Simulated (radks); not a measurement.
Coulomb parameter of the 4f shell of the holmium ion Ho+ in the model configuration [Xe] 4f9.5 5d1.5 6s1, as a second difference U = [E(n + 0.5) + E(n - 0.5) - 2 E(n)] / (0.5)^2 with all orbitals relaxed. "Bare": the charge of the atom changes with n. "Screened": the 5d shell takes up the change at fixed total charge, which measures U(4f,4f) + U(5d,5d) - 2 U(4f,5d). Method: Dirac Kohn-Sham, BLYP, spin-unpolarised, spherical densities, finite nucleus; open shells are shared between the two j in proportion to 2j + 1; Fermi nuclear charge, rms radius 5.2022 fm; computed with a radial shooting solver on a logarithmic mesh with Libxc functionals.

case                  configuration  E - E(n) (eV)
start          [Xe] 4f9.5 5d1.5 6s1          0.000
bare +0.5       [Xe] 4f10 5d1.5 6s1         -7.551
bare -0.5        [Xe] 4f9 5d1.5 6s1         11.645
screened +0.5     [Xe] 4f10 5d1 6s1         -4.425
screened -0.5      [Xe] 4f9 5d2 6s1          5.839

U(bare) = 16.373 eV, U(screened by 5d) = 5.656 eV, against the Slater integral F0(4f,4f) = 32.577 eV with frozen orbitals.
